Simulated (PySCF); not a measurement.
# Magnetisability: `CCNB(Br)CC`, C4H11BBrN

Geometry (Å), atoms numbered from 1 in this order:
```xyz
18

C     2.548    0.980   -0.091
C     2.042   -0.443   -0.310
N     0.680   -0.449   -0.814
B    -0.497   -0.790   -0.177
Br   -0.441   -1.401    1.625
C    -1.909   -0.656   -0.899
C    -2.735    0.506   -0.324
H     1.928    1.490    0.642
H     2.524    1.544   -1.021
H     3.571    0.956    0.275
H     2.687   -0.962   -1.029
H     2.071   -0.993    0.633
H     0.629   -0.088   -1.757
H    -2.492   -1.573   -0.775
H    -1.796   -0.502   -1.976
H    -2.898    0.368    0.743
H    -2.217    1.452   -0.471
H    -3.705    0.567   -0.812
```

Method: PySCF 2.14.0, GIAO PBE0/pcSseg-1 magnetisability, rotational g tensor and spin-rotation constants, non-relativistic, gas phase. Geometry: GFN2-xTB.

The calculation is non-relativistic, which matters for the atoms heavier than Zn.

Question: What are the magnetisability and the molar susceptibility?

Answer: Isotropic -1615 × 10⁻³⁰ J/T², or -97.3 × 10⁻⁶ cm³/mol; principal values -1742, -1602, -1502 × 10⁻³⁰ J/T², anisotropy 208 × 10⁻³⁰ J/T² (root of half the summed squared differences of the principal values). The susceptibility is in cgs units.

Question: Split it along the inertial axes a, b, c into diamagnetic and paramagnetic parts about the centre of mass, with the quadrupole moment.

Answer: 
```csv
axis,χ (10⁻⁶ cm³/mol),diamagnetic (10⁻⁶ cm³/mol),paramagnetic (10⁻⁶ cm³/mol),summed x² of all electrons (Å²),quadrupole Θ (D Å)
a,-95.0,-783.6,688.6,228.5,+3.58
b,-92.9,-1139.2,1046.4,144.7,+0.26
c,-104.0,-1583.1,1479.1,40.0,-3.84
```
Anisotropies 2χaa − χbb − χcc = +6.9 and 2χbb − χaa − χcc = +13.2 × 10⁻⁶ cm³/mol. Θ is traceless in Buckingham's convention.

Question: And the rotational g tensor?

Answer: 
| axis | rotational constant (GHz) | g | nuclear part | electronic part |
| --- | --- | --- | --- | --- |
| a | 1.7662 | -0.0051 | 0.5663 | -0.5714 |
| b | 1.2206 | -0.0036 | 0.5964 | -0.6000 |
| c | 0.8213 | +0.0028 | 0.5735 | -0.5707 |

Asymmetric top; isotopes 11B, 79Br, 12C, 1H, 14N; no vibrational averaging.
